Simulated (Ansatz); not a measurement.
AlH₂Br⁺. The state is a doublet with charge 1. Geometry B3LYP-D4/def2-TZVP, that of the neutral singlet; atoms count from 1.

Cartesian coordinates in Å:
```
Al -0.159 -0.092 0.088
H -1.585 0.210 -0.493
H 0.132 -1.049 1.297
Br 1.612 0.932 -0.891
```

(1) Estimate the Mulliken populations from the PBE0/def2-TZVP orbitals of Ansatz.

(2) Where does the spin sit?

(3) And the Mayer bond orders between bonded heavy atoms (over 0.3)?

Answers

(1) 
```
atom  charge (e)  spin (α − β)
 Al1        0.57          0.01
  H2        0.09          0.19
  H3        0.09          0.19
 Br4        0.25          0.62
```
Mulliken values and Mayer orders depend strongly on the basis.

(2) Summed by element: Al 0.01, H 0.37, Br 0.62, of 1 unpaired in all. Largest on single atoms: Br4 0.62, H2 0.19, H3 0.19.

(3) Al1–Br4 1.18 (2.27 Å).
